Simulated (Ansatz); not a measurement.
CH8ClNSi2 can be A, `C[SiH2]N[SiH2]Cl`, or B, `N[SiH2]C[SiH2]Cl`.

Gas-phase electronic energies from Ansatz, PBE0-D4/def2-TZVP geometries. CBS: MP2 limit from def2 TZ/QZ plus the TZ coupled-cluster correction, frozen cores. DFT in def2-TZVPP. B3LYP here is the variant with VWN-RPA as its local correlation; programs differ in this. Each species was taken in one conformer, which may not be the lowest.

A:

Z-matrix (Å, degrees):
```
C
Si 1 1.863
H 1 1.093 2 111.1
H 1 1.094 2 110.7 3 -119.8
H 1 1.093 2 110.6 3 120.0
N 2 1.739 1 113.1 3 -61.0
H 2 1.489 1 109.5 3 60.3
H 2 1.486 1 110.3 3 -179.0
Si 6 1.705 2 127.1 1 -95.3
H 6 1.011 2 116.0 1 69.3
Cl 9 2.070 6 113.1 2 78.8
H 9 1.480 6 109.7 2 -163.1
H 9 1.477 6 109.3 2 -38.8
```

B:

Z-matrix (Å, degrees):
```
Si
C 1 1.873
N 1 1.721 2 109.5
H 1 1.484 2 111.5 3 117.1
H 1 1.495 2 106.8 3 -124.8
Si 2 1.855 1 115.7 3 172.3
H 2 1.098 1 108.2 3 52.9
H 2 1.095 1 109.0 3 -63.3
H 3 1.008 1 120.7 2 -62.3
H 3 1.007 1 119.0 2 154.9
Cl 6 2.063 2 110.0 1 53.8
H 6 1.484 2 112.0 1 172.5
H 6 1.483 2 111.1 1 -64.8
```

Task: Which is lower in electronic energy at CCSD(T)/CBS, and by how much? (An estimate is asked.)

Result: The calculation gave: A, by 64.0 kJ/mol.

Task: Give E(B) − E(A) in kJ/mol with ωB97M-V, HF/def2-TZVPP, PBE0-D4, CCSD(T)/def2-TZVPP, B2PLYP, CCSD/def2-TZVPP, B3LYP-D4. (Best estimate.)

Result: Computed: ωB97M-V 63.3, HF/def2-TZVPP 73.3, PBE0-D4 60.5, CCSD(T)/def2-TZVPP 64.5, B2PLYP 67.2, CCSD/def2-TZVPP 65.4, B3LYP-D4 67.0. None reverses the order clearly.

Largest T1 diagnostic: 0.010.

In def2-TZVPP, CCSD(T) changes the Hartree–Fock value by −8.7 kJ/mol (the triples alone add −0.9 kJ/mol) and MP2 by −8.3 kJ/mol.
